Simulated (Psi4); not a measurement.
Cl3La, singlet, at a GFN2-xTB geometry (such geometries of metal compounds can be far from the true shape) (core potentials on La); HF/def2-SV(P) (Psi4).

The Psi4 input:
```
memory 2 GB

molecule mol {
0 1
  La    0.193340   -0.190468   -0.615242
  Cl   -1.969263   -0.822093    0.457095
  Cl   -0.103013    2.176902    0.115127
  Cl    1.424017   -0.716180    1.490647
symmetry c1
}

set basis def2-sv(p)
set reference rhf

energy('scf')
print_variables()
```

What the program printed (banner, timings and long lists left out):

```
   => Loading Basis Set <=

    Name: DEF2-SV(P)
    Role: ORBITAL
    Keyword: BASIS

    !!!  WARNING: ECP capability is in beta. Please check occupations closely.  !!!

         ---------------------------------------------------------
                                   SCF
               by Justin Turney, Rob Parrish, Andy Simmonett
                          and Daniel G. A. Smith
                              RHF Reference
         ---------------------------------------------------------

  ==> Geometry <==

    Molecular point group: c1
    Full point group: C1

    Geometry (in Angstrom), charge = 0, multiplicity = 1:

       Center              X                  Y                   Z               Mass
    ------------   -----------------  -----------------  -----------------  -----------------
         LA           0.176165842234    -0.173548910774    -0.560590004493   138.906356300000
         CL          -1.986437157766    -0.805173910774     0.511746995507    34.968852682000
         CL          -0.120187157766     2.193821089226     0.169778995507    34.968852682000
         CL           1.406842842234    -0.699260910774     1.545298995507    34.968852682000

  Running in c1 symmetry.

  Rotational constants: A =      0.04938  B =      0.04938  C =      0.03828 [cm^-1]
  Rotational constants: A =   1480.35205  B =   1480.35155  C =   1147.56963 [MHz]
  Nuclear repulsion =  248.261946773312928

  Charge       = 0
  Multiplicity = 1
  Electrons    = 62
  Nalpha       = 31
  Nbeta        = 31

  ==> Algorithm <==

  SCF Algorithm Type is DF.
  DIIS enabled.
  MOM disabled.
  Fractional occupation disabled.
  Guess Type is SAD.
  Energy threshold   = 1.00e-06
  Density threshold  = 1.00e-06
  Integral threshold = 1.00e-12

  ==> Primary Basis <==

  Basis Set: DEF2-SV(P)
    Blend: DEF2-SV(P)
    Number of shells: 35
    Number of basis functions: 79
    Number of Cartesian functions: 84
    Spherical Harmonics?: true
    Max angular momentum: 2

  Core potential: DEF2-SV(P)
    Number of shells: 4
    Number of ECP primitives: 10
    Number of ECP core electrons: 46
    Max angular momentum: 3

   => Loading Basis Set <=

    Name: (DEF2-SV(P) AUX)
    Role: JKFIT
    Keyword: DF_BASIS_SCF

  ==> Integral Setup <==

  SCF_SUBTYPE=INCORE selected. In-core MEM_DF algorithm will be used.
  Using in-core AOs.

  ==> MemDFJK: Density-Fitted J/K Matrices <==

    J tasked:                   Yes
    K tasked:                   Yes
    wK tasked:                   No
    Algorithm:                 Core
    Schwarz Cutoff:           1E-12
    Mask sparsity (%):       3.8776
    Fitting Condition:        1E-10

   => Auxiliary Basis Set <=

  Basis Set: (DEF2-SV(P) AUX)
    Blend: DEF2-UNIVERSAL-JKFIT
    Number of shells: 159
    Number of basis functions: 611
    Number of Cartesian functions: 806
    Spherical Harmonics?: true
    Max angular momentum: 6

  Minimum eigenvalue in the overlap matrix is 9.8244096523E-03.
  Reciprocal condition number of the overlap matrix is 2.5701384978E-03.
    Using symmetric orthogonalization.

  ==> Pre-Iterations <==

  SCF Guess: Superposition of Atomic Densities via on-the-fly atomic UHF (no occupation information).

   -------------------------
    Irrep   Nso     Nmo
   -------------------------
     A         79      79
   -------------------------
    Total      79      79
   -------------------------

  ==> Iterations <==

                           Total Energy        Delta E     RMS |[F,P]|

   @DF-RHF iter SAD: -1408.96632275409593   -1.40897e+03   0.00000e+00
   @DF-RHF iter   1: -1409.33253546982314   -3.66213e-01   4.85283e-03 ADIIS/DIIS
   @DF-RHF iter   2: -1409.41877142798876   -8.62360e-02   2.55494e-03 ADIIS/DIIS
   @DF-RHF iter   3: -1409.44258563440644   -2.38142e-02   2.04474e-04 ADIIS/DIIS
   @DF-RHF iter   4: -1409.44297571885727   -3.90084e-04   6.52721e-05 DIIS
   @DF-RHF iter   5: -1409.44301020801072   -3.44892e-05   1.54239e-05 DIIS
   @DF-RHF iter   6: -1409.44301336961371   -3.16160e-06   3.65752e-06 DIIS
   @DF-RHF iter   7: -1409.44301353983315   -1.70219e-07   8.69144e-07 DIIS
  Energy and wave function converged.

  ==> Post-Iterations <==

    Orbital Energies [Eh]
    ---------------------

    Doubly Occupied:

       1A   -104.741366     2A   -104.741361     3A   -104.741360
       4A    -10.505947     5A    -10.505946     6A    -10.505942
       7A     -7.979935     8A     -7.979933     9A     -7.979933
      10A     -7.978261    11A     -7.978255    12A     -7.978254
      13A     -7.978204    14A     -7.978203    15A     -7.978199
      16A     -1.875071    17A     -1.135590    18A     -1.135590
      19A     -1.135181    20A     -0.985754    21A     -0.983560
      22A     -0.983560    23A     -0.456962    24A     -0.456961
      25A     -0.456493    26A     -0.454624    27A     -0.454623
      28A     -0.437951    29A     -0.415537    30A     -0.415536
      31A     -0.410558

    Virtual:

      32A     -0.031352    33A      0.022488    34A      0.022488
      35A      0.063388    36A      0.083236    37A      0.083236
      38A      0.125851    39A      0.130807    40A      0.130807
      41A      0.146926    42A      0.213284    43A      0.213284
      44A      0.222153    45A      0.241357    46A      0.241357
      47A      0.569638    48A      0.569638    49A      0.597671
      50A      0.801825    51A      0.905329    52A      0.905330
      53A      0.917957    54A      1.050348    55A      1.059659
      56A      1.059659    57A      1.073295    58A      1.073295
      59A      1.073312    60A      1.076085    61A      1.077286
      62A      1.077286    63A      1.084673    64A      1.084673
      65A      1.113092    66A      1.113092    67A      1.113093
      68A      1.163558    69A      1.227095    70A      1.235133
      71A      1.235133    72A      1.315596    73A      1.315597
      74A      1.339984    75A      1.521911    76A      1.521911
      77A      1.648312    78A     11.683581    79A     33.678992

    Final Occupation by Irrep:
              A
    DOCC [    31 ]
    NA   [    31 ]
    NB   [    31 ]

  @DF-RHF Final Energy: -1409.44301353983315

   => Energetics <=

    Nuclear Repulsion Energy =            248.2619467733129284
    One-Electron Energy =               -2455.9206174925825508
    Two-Electron Energy =                 798.2156571794362208
    Total Energy =                      -1409.4430135398333732

Computation Completed

Properties will be evaluated at   0.000000,   0.000000,   0.000000 [a0]

Properties computed using the SCF density matrix

 Multipole Moments:

 ------------------------------------------------------------------------------------
     Multipole            Electronic (a.u.)      Nuclear  (a.u.)        Total (a.u.)
 ------------------------------------------------------------------------------------

 L = 1.  Multiply by 2.5417464519 to convert [e a0] to [Debye]
 Dipole X            :         20.0220300          -18.8187635            1.2032665
 Dipole Y            :        -19.7246076           18.5392121           -1.1853956
 Dipole Z            :        -63.7135605           59.8845417           -3.8290189
 Magnitude           :                                                    4.1850207

 ------------------------------------------------------------------------------------

  Variable Map:
  ----------------------------------------------------------------------------
  "CURRENT ENERGY"           =>   -1409.443013539833
  "CURRENT REFERENCE ENERGY" =>   -1409.443013539833
  "DD SOLVATION ENERGY"      =>       0.000000000000
  "HF KINETIC ENERGY"        =>    1387.010970303171
  "HF POTENTIAL ENERGY"      =>   -2796.453983843005
  "HF TOTAL ENERGY"          =>   -1409.443013539833
  "HF VIRIAL RATIO"          =>       2.016172938583
  "NUCLEAR REPULSION ENERGY" =>     248.261946773313
  "ONE-ELECTRON ENERGY"      =>   -2455.920617492583
  "PCM POLARIZATION ENERGY"  =>       0.000000000000
  "PE ENERGY"                =>       0.000000000000
  "SCF ITERATION ENERGY"     =>   -1409.443013539833
  "SCF ITERATIONS"           =>       7.000000000000
  "SCF TOTAL ENERGY"         =>   -1409.443013539833
  "TWO-ELECTRON ENERGY"      =>     798.215657179436

  Array Variable Map:
  ----------------------------------------------------------------------------
  "CURRENT DIPOLE"           =>       1.203266479755 ... -3.829018871404 1 by 3
  "SCF DIPOLE"               =>       1.203266479755 ... -3.829018871404 1 by 3
  "SCF TOTAL ENERGIES"       =>   -1408.966322754096 ... -1409.443013539833 1 by 8
```
